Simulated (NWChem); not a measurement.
System: ScClF2; SMILES [F][Sc]([F])[Cl]

Here is an NWChem input.

```
start job
memory heap 200 mb stack 900 mb global 1100 mb
geometry units angstroms noautoz
  Sc     0.000000     0.000000    -0.374583
  F      0.000000     1.544569    -1.316350
  F      0.000000    -1.544569    -1.316350
  Cl     0.000000     0.000000     1.918506
end
basis spherical
  * library def2-svp
end
dft
  xc xcamb88 1.00 lyp 0.81 vwn_5 0.19 hfexch 1.00
  cam 0.33 cam_alpha 0.19 cam_beta 0.46
  iterations 150
  vectors input atomic output neutral.movecs
end
task dft energy
charge 1
dft
  odft
  mult 2
  vectors input atomic output cation.movecs
end
task dft energy
```

The geometry was optimised at PBE0/def2-SVP.

Ions are spin-unrestricted doublets at the neutral geometry; other ion states weren't tried.

Problem. What results follow from this input? (CAM-B3LYP/def2-SVP, vertical spin-unrestricted ions.) Quantities: vertical ionisation energy, ΔSCF (eV); −ε(HOMO) (eV).

Solution. 
| Property | Value |
|---|---|
| vertical ionisation energy, ΔSCF (eV) | 11.80 |
| −ε(HOMO) (eV) | 10.28 |
